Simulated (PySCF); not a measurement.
# Calculated NMR parameters of PhCHFCH3

* Formula: C8H9F
* SMILES: C[C@@H](F)c1ccccc1
* InChI: InChI=1S/C8H9F/c1-7(9)8-5-3-2-4-6-8/h2-7H,1H3/t7-/m1/s1
* Point group of the computed structure: C1
* Degrees of unsaturation: 4
* Carbon signals: 6
* Proton signals: 5

Structure with atom numbers: `[CH3:1][C@@H:2]([F:3])[c:4]1[cH:5][cH:6][cH:7][cH:8][cH:9]1`. Hydrogens are named by the atom that carries them.

[PySCF 2.14: NMR shieldings at PBE0/pcSseg-1/GIAO; geometry: GFN2-xTB; single conformer; fast rotation and ring inversion assumed for equivalent nuclei; non-relativistic; isolated molecule]

References, each an isolated molecule treated in the same way: TMS for ¹H, ¹³C; ¹⁹F vs CFCl3.

| carbon | δC, type | δH (multiplicity) | HMBC from (2–3 bonds) | span of the C tensor (ppm) |
| --- | --- | --- | --- | --- |
| C1 | 29.5, CH3 | 1.50 (m) | H(C2) | 43 |
| C2 | 95.4, CH | 5.82 (m) | H(C5)/H(C9), H(C1) | 80 |
| C4 | 150.4, C | – | H(C6)/H(C8), H(C5)/H(C9), H(C2), H(C1) | 222 |
| C5/C9 | 129.7, CH | 7.64 (m) | H(C6)/H(C8), H(C5)/H(C9), H(C7), H(C2) | 227 |
| C6/C8 | 134.0, CH | 7.69 (m) | H(C6)/H(C8), H(C5)/H(C9), H(C7) | 236 |
| C7 | 133.0, CH | 7.59 (m) | H(C6)/H(C8), H(C5)/H(C9) | 234 |

Other nuclei:
```tsv
atoms	nucleus	environment	δ (ppm)	σ (ppm)
F3	¹⁹F	fluorine on an sp3 carbon	-209.5	380.5
```

1. Carbon types of the structure: 1 × C, 6 × CH, 1 × CH3, which accounts for all hydrogens.
2. δC 150.4: substituted aromatic carbon.
3. δC 134.0, 133.0, 129.7: aromatic CH; the aromatic region.
4. δC 95.4: sp3 CH bonded to F, on an aromatic ring; pulled downfield by the heteroatom.
5. δH 7.69, 7.64, 7.59: hydrogen on an aromatic CH; the ring current deshields protons in the ring plane.
6. δH 5.82: hydrogen on an sp3 CH bonded to F, on an aromatic ring; its carbon carries F, hence the downfield position.

Splittings by ¹⁹F in the carbon and heteronuclear signals aren't shown, as no couplings were computed. Shifts are as computed. Against solution values, carbons near 30 ppm lie about +3 ppm off and those near 130 ppm about +5 ppm. Of 1211 compounds with measured shifts, 218 miss one by over three times the rms of a fit or turn the order of signals round; such compounds aren't used in these exercises. Unscaled 19F shifts against computed CFCl3 carry errors that often reach 10 to 50 ppm. No couplings were computed; multiplicities are counted from neighbouring protons, with m where these are inequivalent, close in shift, in a saturated or five-membered ring or joined by F or P, and br s for small geminal =CH2 splittings.
